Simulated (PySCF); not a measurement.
All values below come from r2SCAN-D4/def2-TZVP run with PySCF. Gas-phase values, no solvent. One relaxed conformer stands for a flexible species; it need not be the lowest. Delta-SCF ions had no search for a lower state. Excitations are Tamm–Dancoff values on a coarser integration grid. The basis has no diffuse functions, so Rydberg states are missing or too high.

Reference species (SMILES): `BC1=C[SiH2]C=C1` (neutral, multiplicity 1).

```yaml
HOMO–LUMO gap: 2.97 eV
T1 excitation (TDA): 2.14 eV
LUMO: -3.36 eV
vertical ionisation energy (Delta-SCF): 8.95 eV
```

Changed species: `BC1=CC=C[SiH2]1`.

**Question.** Predict the effect on the HOMO–LUMO gap, T1 excitation (TDA), LUMO and vertical ionisation energy (Delta-SCF).

**Answer.** the HOMO–LUMO gap increases by 0.25 eV, to 3.22 eV; the T1 excitation (TDA) rises by 0.17 eV, to 2.31 eV; the LUMO hardly moves; the vertical ionisation energy (Delta-SCF) rises by 0.20 eV, to 9.15 eV.
